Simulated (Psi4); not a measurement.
Psi4 was given this input:
```
memory 2 GB

molecule mol {
0 1
O    -0.000000   -0.000000   -1.997373
B    -0.000000   -0.000000   -0.809405
B     0.000000    0.000000    0.809405
O     0.000000    0.000000    1.997373
}

set {
  basis 6-311++g**
  reference rks
}

energy('m06-2x')
print_variables()
```

### Question
What does this run give for the nuclear repulsion energy, total energy, dipole moment, number of basis functions?

### Answer

```json
{
  "nuclear_repulsion_energy": "67.3689 Eh",
  "total_energy": "-400.445896 Ry",
  "dipole_moment": "0.00 D",
  "number_of_basis_functions": "88"
}
```
